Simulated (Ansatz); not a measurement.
Conformers of `CN[SiH2]OC`, each relaxed with PBE0-D4/def2-TZVP in Ansatz. CBS adds the triple-zeta coupled-cluster correction to the MP2 limit.

Not all of them had a frequency check.

Conformer A:

Z-matrix (Å, degrees):
```
C
N 1 1.446
H 1 1.097 2 113.1
H 1 1.095 2 111.5 3 122.1
H 1 1.093 2 109.5 3 -119.5
Si 2 1.704 1 125.5 3 102.5
H 2 1.006 1 114.5 3 -67.4
O 6 1.646 2 116.0 1 -67.8
H 6 1.489 2 104.9 1 171.1
H 6 1.481 2 110.1 1 48.2
C 8 1.406 6 122.4 2 -61.4
H 11 1.097 8 111.6 6 -58.9
H 11 1.096 8 111.5 6 62.5
H 11 1.092 8 108.5 6 -178.1
```

Conformer B:

Z-matrix (Å, degrees):
```
C
N 1 1.446
H 1 1.097 2 113.2
H 1 1.095 2 111.5 3 -122.0
H 1 1.093 2 109.3 3 119.7
Si 2 1.705 1 125.8 3 -101.3
H 2 1.008 1 113.8 3 64.7
O 6 1.647 2 117.4 1 85.9
H 6 1.490 2 105.3 1 -34.1
H 6 1.479 2 108.7 1 -157.1
C 8 1.406 6 122.5 2 -64.3
H 11 1.098 8 111.8 6 -49.6
H 11 1.096 8 111.4 6 71.8
H 11 1.092 8 108.6 6 -168.9
```

Question: Which is lowest in electronic energy at CCSD(T)/CBS (frozen core, def2 sets), and by how much? (Best estimate.)

Answer: The calculation gave: A; B lies 1.2 kJ/mol higher. Gaps under about 2 kJ/mol don't settle the order.

Question: Give the energies relative to A (kJ/mol) with r2SCAN-D4/def2-TZVPP, PBE0-D4/def2-TZVPP, PBE/def2-TZVPP, CCSD/def2-TZVPP, SCS-MP2/def2-QZVPP, HF/CBS(def2), CCSD/CBS(def2). (An estimate is asked.)

Answer: The calculation gave: 
| level | B |
| --- | --- |
| r2SCAN-D4/def2-TZVPP | 1.4 |
| PBE0-D4/def2-TZVPP | 1.1 |
| PBE/def2-TZVPP | 1.1 |
| CCSD/def2-TZVPP | 1.1 |
| SCS-MP2/def2-QZVPP | 1.4 |
| HF/CBS(def2) | 2.2 |
| CCSD/CBS(def2) | 1.4 |
